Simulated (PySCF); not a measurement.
H10OSi4.
SMILES with atom numbers: `[SiH3:1][O:2][SiH2:3][SiH2:4][SiH3:5]` (hydrogens: H6, H7, H8 on Si1; H9, H10 on Si3; H11, H12 on Si4; H13, H14, H15 on Si5)

Computed by this run: PBE0-D3(BJ)/def2-SVP geometry optimisation, gas phase in PySCF 2.14.0; density fitting, grid level 1; the optimiser is geomeTRIC in internal coordinates, started from a GFN2-xTB structure.

Step 2: E = -33695.0197 eV
```
atom  x, y, z in Å  |  force x, y, z in eV/Å
Si1    -3.2699   -0.4289    0.1278    0.017  -0.020   0.008
O2     -1.9910    0.4740   -0.3900   -0.017   0.070  -0.045
Si3    -0.4927    0.9917   -0.8591   -0.016  -0.015   0.006
Si4     1.0958   -0.6517   -0.3136   -0.022  -0.125  -0.009
Si5     3.2790    0.1717   -0.0520    0.014   0.038  -0.009
H6     -3.2907   -0.4750    1.6200    0.004  -0.001   0.000
H7     -3.1680   -1.8226   -0.4008    0.002  -0.002   0.004
H8     -4.5373    0.1882   -0.3599    0.004   0.001  -0.005
H9     -0.1776    2.2773   -0.1645    0.000  -0.012   0.024
H10    -0.4913    1.2505   -2.3317    0.017   0.004  -0.002
H11     1.1027   -1.7139   -1.3722   -0.002   0.009   0.004
H12     0.6581   -1.3158    0.9583    0.009   0.057   0.027
H13     4.0438   -0.6840    0.9061    0.007  -0.006  -0.011
H14     3.9871    0.1757   -1.3689   -0.010   0.009  -0.005
H15     3.2529    1.5721    0.4739   -0.007  -0.007   0.014
```

Step 3: E = -33695.0287 eV
```
atom  x, y, z in Å  |  force x, y, z in eV/Å
Si1    -3.2716   -0.4196    0.1012   -0.015  -0.043   0.026
O2     -1.9925    0.4907   -0.3944   -0.075   0.067  -0.031
Si3    -0.4777    0.9754   -0.8271    0.142  -0.047  -0.018
Si4     1.0866   -0.6949   -0.2734    0.027   0.063  -0.011
Si5     3.2624    0.1829   -0.0769   -0.053  -0.031  -0.019
H6     -3.2991   -0.4762    1.5928   -0.026  -0.015   0.003
H7     -3.1566   -1.8072   -0.4409   -0.017  -0.006   0.012
H8     -4.5288    0.2067   -0.3986   -0.024  -0.019   0.008
H9     -0.1485    2.2433   -0.1096    0.012   0.013   0.023
H10    -0.4427    1.2453   -2.2959    0.024   0.023  -0.025
H11     1.0800   -1.7654   -1.3230   -0.011  -0.019   0.051
H12     0.6770   -1.3049    1.0340    0.005   0.003  -0.013
H13     4.0852   -0.6569    0.8471    0.010   0.003  -0.017
H14     3.9161    0.2116   -1.4216    0.001   0.019   0.005
H15     3.2113    1.5787    0.4598   -0.001  -0.011   0.007
```

**Question.** Estimate the geometry and energy of step 4. (The exact step hangs on the optimiser's Hessian estimate; all steps are aligned on step 3, rigid shifts and turns removed.)

**Answer.** E = -33695.0346 eV, largest force 0.185 eV/Å
```
atom  x, y, z in Å  |  force x, y, z in eV/Å
Si1    -3.2753   -0.4122    0.0717   -0.017  -0.046   0.025
O2     -1.9951    0.5102   -0.3991   -0.101   0.058  -0.025
Si3    -0.4603    0.9635   -0.7927    0.172  -0.065  -0.019
Si4     1.0797   -0.7263   -0.2262    0.044   0.164  -0.022
Si5     3.2467    0.1902   -0.1060   -0.064  -0.064  -0.015
H6     -3.3223   -0.4824    1.5622   -0.028  -0.014   0.003
H7     -3.1445   -1.7948   -0.4800   -0.017  -0.006   0.011
H8     -4.5277    0.2124   -0.4412   -0.025  -0.021   0.010
H9     -0.1189    2.2159   -0.0539    0.009   0.018   0.018
H10    -0.3858    1.2457   -2.2578    0.022   0.028  -0.023
H11     1.0538   -1.8137   -1.2565   -0.014  -0.039   0.067
H12     0.6997   -1.2881    1.1105    0.002  -0.029  -0.024
H13     4.1283   -0.6355    0.7753    0.010   0.004  -0.017
H14     3.8407    0.2445   -1.4774    0.005   0.022   0.007
H15     3.1819    1.5799    0.4446    0.004  -0.009   0.005
```

The energy changes by -0.0059 eV. The first-order estimate −F·Δx gives -0.0083 eV and the mean of the old and new forces, exact on a quadratic surface, -0.0064 eV. The step makes an angle of 81° with the force vector and moves no atom by more than 0.099 Å.

The cost below is that of the whole optimisation. On one thread, Intel Xeon 6975P-C (x86_64), on a shared host, this took 44 s of wall time and 0.58 GiB of memory at its peak.
